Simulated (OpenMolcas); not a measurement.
Lu II: effect of the basis set

| Item | Value |
| --- | --- |
| Program | OpenMolcas |
| Method | MS-CASPT2, IPEA 0.25 Eh, imaginary shift 0.1 Eh (closed shells correlated: 5s 5p) |
| Active space | 2 electrons in 6 orbitals (5d 6s) |
| State averaging | 2S+1 = 1 even, 20 roots; 2S+1 = 3 even, 15 roots kept (CI in the orbitals of an earlier block) |
| Spin-orbit coupling | state interaction with AMFI integrals over the reference wave functions, term energies averaged over their components |

A. ANO-R1 [7s5p4d2f], X2C, finite nucleus; CASPT2 step of the order of 7 core-seconds
B. ANO-RCC-VDZP [7s6p4d2f1g], DKH2, point nucleus; CASPT2 step about 7 core-seconds
C. ANO-R2 [8s6p5d3f1g], X2C, finite nucleus; CASPT2 step roughly 5 core-seconds
D. ANO-RCC-VTZP [8s7p5d3f2g1h], DKH2, point nucleus; CASPT2 step about 30 core-seconds
E. ANO-RCC-VQZP [9s8p6d4f3g2h], DKH2, point nucleus; CASPT2 step about 30 core-seconds

Energies in cm⁻¹ above 6s² ¹S₀, the measured ground level; measured values from NIST Handbook of Basic Atomic Spectroscopic Data.

| Level | A | B | C | D | E | Measured |
| --- | --- | --- | --- | --- | --- | --- |
| 6s² ¹S₀ | 0.0 | 0.0 | 0.0 | 0.0 | 0.0 | 0.0 |
| 5d 6s ³D₁ | 13830 | 14790 | 12310 | 11970 | 11240 | 11796 |
| 5d 6s ³D₂ | 14520 | 15500 | 12970 | 12630 | 11850 | 12435 |
| 5d 6s ³D₃ | 16200 | 17170 | 14650 | 14360 | 13730 | 14199 |
| 5d 6s ¹D₂ | 19750 | 20890 | 17710 | 17170 | 15950 | 17333 |
| 5d² ³F₂ | 32730 | 34140 | 29950 | 29790 | 28500 | 29407 |
| 5d² ³F₃ | 34380 | 35820 | 31610 | 31490 | 30320 | 30889 |
| 5d² ³F₄ | 36150 | 37590 | 33350 | 33260 | 32150 | 32504 |
| 5d² ³P₀ | 39640 | 40920 | 37040 | 37040 | 36070 | 35652 |
| 5d² ³P₁ | 40110 | 41390 | 37500 | 37510 | 36560 | 36557 |

Deviations, from unrounded energies. A percentage is the sum of absolute deviations over the sum of measured energies, with the sign that they share, or ± where signs differ.

| Against measurement | Levels | A | B | C | D | E |
| --- | --- | --- | --- | --- | --- | --- |
| mean absolute deviation (cm-1) | 9 | 2900 | 4200 | 700 | 530 | 580 |
| other configurations (%) | 9 | +12.0 | +17.0 | +2.9 | ±2.2 | ±2.4 |

D lies closest to measurement on these levels and B furthest from it. The largest miss of D in the table is 5d² ³P₀, by +1400 cm-1. The ranking rests on the paired levels alone, and a cruder setting can come out closer through cancelling errors.

The two smallest mean deviations differ by little beside CASPT2's spread within terms, so their order carries little weight.

Among A to E the level of the table that moves most is 5d² ³F₂, by 5600 cm-1 (lowest in E, highest in B). Moves below CASPT2's spread within the term are not significant.

CASPT2 does not keep the components of a term degenerate, so their means are used; among the terms shown or strongly mixed into the levels shown the widest spread is 470 cm-1 (5d² ³F, E). Terms from blocks run as CI alone lack orbitals of their own. A single d shell beside an s shell can misplace configurations of different d count against each other. Measured partners are found by configuration, term and J. A level has none where our copy of the source lacks it or the pairing is in doubt (some pairs that miss far off the trend of their configuration count as doubtful), and it then counts in no deviation. Only configurations of the active space appear. Levels that lie high or do not pair safely by name in every column are left out.
